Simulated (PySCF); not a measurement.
WO2F2, SMILES [O]=[W](=[O])([F])[F], multiplicity 1.

Geometry: B3LYP-D3(BJ)/def2-SVP. The spin state was assumed, not searched. The isomer is the one that the SMILES or the coordinates give; other isomers of the formula were not compared. The def2 effective core potentials stand for the cores of W; spin–orbit coupling is left out.

Two levels are set side by side: TDDFT-PBE/def2-SVPD (PySCF) and TDDFT-CAM-B3LYP/def2-SVPD (PySCF). Vertical, same geometry. The lowest singlet is HOMO→LUMO 95 % with PBE and HOMO→LUMO+1 97 % with the other functional; states are paired by order. Differences are taken from unrounded values.

```
quantity                              TDDFT-CAM-B3LYP
------------------------------------  ---------------
lowest singlet excitation (eV)                   5.33
lowest triplet excitation (TDA) (eV)             4.76
```

Problem. What does TDDFT-PBE give, and how far is it from TDDFT-CAM-B3LYP? (The exact figures need the calculation; the answer reports its results.)

Solution. 
| quantity | TDDFT-PBE | TDDFT-PBE minus TDDFT-CAM-B3LYP |
|---|---|---|
| lowest singlet excitation (eV) | 4.90 | -0.44 |
| lowest triplet excitation (TDA) (eV) | 4.40 | -0.36 |

A lower first singlet is the usual sign of a functional without exact exchange. Differences between two approximate levels are no errors against the true value.

Rough cost on one machine, each run with all the roots and properties that it gave: TDDFT-CAM-B3LYP against TDDFT-PBE about 6 times.
